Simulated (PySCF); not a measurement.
CdH2O, SMILES [CdH][OH].

Geometry: PBE0-D3(BJ)/def2-TZVP. The def2 effective core potentials stand for the cores of Cd; spin–orbit coupling is left out.

The numbers are results of PBE0-D3(BJ)/def2-TZVP (PySCF), not measurements.

Frequencies are harmonic and unscaled.

| mode | ν (cm⁻¹) | IR (km/mol) | Raman (Å⁴/amu) | depolarisation | moving atoms (share of kinetic energy) |
|---|---|---|---|---|---|
| 1 | 464 | 63.8 | 6.5 | 0.75 | H 96 % |
| 2 | 472 | 51.5 | 5.6 | 0.75 | H 94 % |
| 3 | 587 | 67.1 | 13.6 | 0.23 | O 86 %, Cd 13 % |
| 4 | 746 | 67.8 | 3.5 | 0.45 | H 92 % |
| 5 | 1902 | 112.3 | 170.8 | 0.26 | H 99 % |
| 6 | 3904 | 39.2 | 127.1 | 0.21 | H 94 % |
